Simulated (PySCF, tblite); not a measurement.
C4H8O4.
SMILES with atom numbers: `[CH3:1][O:2][CH:3]([O:4][CH3:5])[C:6](=[O:7])[OH:8]` (hydrogens: H9, H10, H11 on C1; H12 on C3; H13, H14, H15 on C5; H16 on O8)

Computed with GFN2-xTB (tblite), gas phase: Langevin dynamics at 400 K from the optimised GFN2-xTB geometry, time step 0.5 fs, friction 0.01 fs⁻¹, 2000 steps. Over the second half of the run the saved frames average 420 K.

Frame at 250 fs, instantaneous temperature 321 K:
```
atom  x, y, z in Å
C1      1.694   -1.012    0.713
O2      0.626   -0.072    0.773
C3     -0.253    0.140   -0.300
O4     -1.260   -0.833   -0.467
C5     -2.340   -0.959    0.392
C6     -1.050    1.496   -0.115
O7     -1.653    1.947   -1.007
O8     -1.056    1.956    1.126
H9      1.347   -1.811    1.219
H10     2.483   -0.514    1.366
H11     2.039   -1.338   -0.352
H12     0.256    0.181   -1.262
H13    -3.145   -0.201    0.108
H14    -2.125   -0.903    1.461
H15    -2.727   -1.903    0.277
H16    -0.277    1.516    1.573
```

Frame at 425 fs, instantaneous temperature 431 K:
```
atom  x, y, z in Å
C1      0.878   -1.174    0.808
O2     -0.019   -0.100    1.038
C3     -0.906    0.054    0.101
O4     -1.842   -0.937    0.014
C5     -2.335   -1.522    1.299
C6     -1.678    1.427    0.251
O7     -2.300    1.916   -0.698
O8     -1.572    2.106    1.475
H9      0.279   -2.071    0.736
H10     1.442   -1.230    1.747
H11     1.606   -1.111    0.085
H12    -0.392    0.051   -0.884
H13    -2.094   -1.047    2.218
H14    -1.820   -2.481    1.278
H15    -3.418   -1.636    1.208
H16    -0.984    1.480    1.927
```

Frame at 625 fs, instantaneous temperature 388 K:
```
atom  x, y, z in Å
C1      1.210   -1.002    1.049
O2      0.124   -0.204    1.255
C3     -0.637    0.196    0.072
O4     -1.524   -0.914   -0.355
C5     -2.767   -0.929    0.272
C6     -1.487    1.359    0.398
O7     -2.046    2.102   -0.384
O8     -1.705    1.727    1.698
H9      0.987   -2.082    1.200
H10     1.824   -0.730    1.896
H11     1.627   -0.819    0.024
H12     0.055    0.351   -0.781
H13    -2.808   -0.459    1.272
H14    -2.911   -1.955    0.570
H15    -3.601   -0.505   -0.340
H16    -0.991    1.475    2.343
```

Frame at 800 fs, instantaneous temperature 391 K:
```
atom  x, y, z in Å
C1      1.105   -1.124    1.579
O2      0.065   -0.155    1.817
C3     -0.454    0.355    0.671
O4     -1.158   -0.501   -0.231
C5     -2.094   -1.353    0.464
C6     -1.407    1.649    1.006
O7     -2.125    2.164    0.237
O8     -1.254    2.061    2.279
H9      1.024   -1.713    0.650
H10     1.155   -1.653    2.509
H11     2.093   -0.576    1.427
H12     0.287    0.848   -0.051
H13    -1.610   -2.316    0.616
H14    -2.876   -1.317   -0.340
H15    -2.533   -0.920    1.409
H16    -0.603    1.447    2.667
```

Frame at 1000 fs, instantaneous temperature 318 K:
```
atom  x, y, z in Å
C1      1.317   -0.755    1.632
O2      0.168    0.013    1.821
C3     -0.428    0.595    0.659
O4     -1.493   -0.058    0.028
C5     -2.798    0.080    0.668
C6     -0.814    2.023    0.999
O7     -1.163    2.798    0.170
O8     -0.649    2.409    2.271
H9      0.950   -1.734    1.288
H10     1.937   -0.882    2.560
H11     1.903   -0.321    0.841
H12     0.396    0.720   -0.039
H13    -3.375   -0.526    0.011
H14    -3.099    1.103    0.698
H15    -2.799   -0.384    1.734
H16    -0.440    1.682    2.847
```

**Question.** What do single points at PBE0/pcSseg-1 (PySCF, gas phase) give on these frames?

**Answer.** 
| t (fs) | GFN2-xTB E above start (eV) | DFT E above lowest frame (eV) | HOMO (eV) | LUMO (eV) | dipole (D) |
| --- | --- | --- | --- | --- | --- |
| 250 | 0.86 | 0.30 | -7.64 | 0.36 | 4.77 |
| 425 | 1.13 | 0.56 | -7.52 | -0.29 | 6.24 |
| 625 | 0.96 | 0.53 | -8.07 | -0.87 | 4.10 |
| 800 | 0.71 | 0.19 | -7.52 | 0.25 | 5.46 |
| 1000 | 0.54 | 0.00 | -7.81 | -0.10 | 4.13 |

Both levels order the frames alike by energy; measured from each level's lowest frame they differ by 0.11 eV at most. The HOMO–LUMO gap runs from 7.20 to 8.00 eV. These are instantaneous structures, not minima.

**Question.** And the isotropic GIAO shieldings (ppm) from the same runs?

**Answer.** 
```
atom  250 fs  425 fs  625 fs  800 fs  1000 fs    mean  range
  C1   123.1   133.9   126.9   125.8    124.7   126.9   10.8
  O2   280.9   294.9   253.3   286.5    277.7   278.7   41.6
  C3    79.4    89.1    67.7    78.8     76.7    78.3   21.4
  O4   277.4   274.9   249.2   272.2    262.4   267.2   28.2
  C5   138.5   132.6   134.2   127.1    126.6   131.8   11.9
  C6    24.1    -1.0    12.0    19.0     17.9    14.4   25.1
  O7   -69.9  -172.8  -187.4   -67.9   -103.3  -120.3  119.5
  O8   134.1   115.3   108.2   129.4    130.3   123.5   25.9
  H9    29.0    28.2    27.2    27.3     27.2    27.8    1.8
 H10    26.4    27.9    27.3    27.9     27.0    27.3    1.5
 H11    26.6    29.6    27.6    27.2     28.9    28.0    3.0
 H12    27.0    26.5    26.2    26.2     27.2    26.6    1.0
 H13    27.4    28.7    27.8    28.0     28.2    28.0    1.3
 H14    28.5    28.0    28.1    26.4     28.4    27.9    2.1
 H15    29.5    27.9    27.5    27.8     27.0    27.9    2.5
 H16    23.3    24.6    23.6    23.8     23.8    23.8    1.3
```

What follows is the cost of the whole dynamics run. Time: 24 s. Hardware: one thread of an x86-64 server, no GPU, on a shared host.
